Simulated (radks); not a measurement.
Question: The ytterbium ion Yb42+, configuration [Ar] 3d10 (the NIST ground configuration). All-electron calculation, scalar-relativistic Kohn-Sham, SCAN, spin-unpolarised, spherical densities, finite nucleus; meta-GGA in the generalised Kohn-Sham scheme; Fermi nuclear charge, rms radius 5.3108 fm. Program: a radial shooting solver on a logarithmic mesh with Libxc functionals. Some entries of the table are withheld. Estimate them.

orbital,occ.,eigenvalue (eV),<r^2> (bohr^2),<r> (bohr)
1s,2,(1),0.0005299,0.01966
2s,2,(2),0.008166,0.08311
2p,6,-11156.62,0.006674,0.07394
3s,2,-4232.613,0.05141,0.2123
3p,6,-3855.745,0.05134,0.2108
3d,10,-3412.957,(3),(4)

Answer: 
(1) 1s eigenvalue (eV): -63333.19
(2) 2s eigenvalue (eV): -12390.03
(3) 3d <r^2> (bohr^2): 0.04198
(4) 3d <r> (bohr): 0.1899
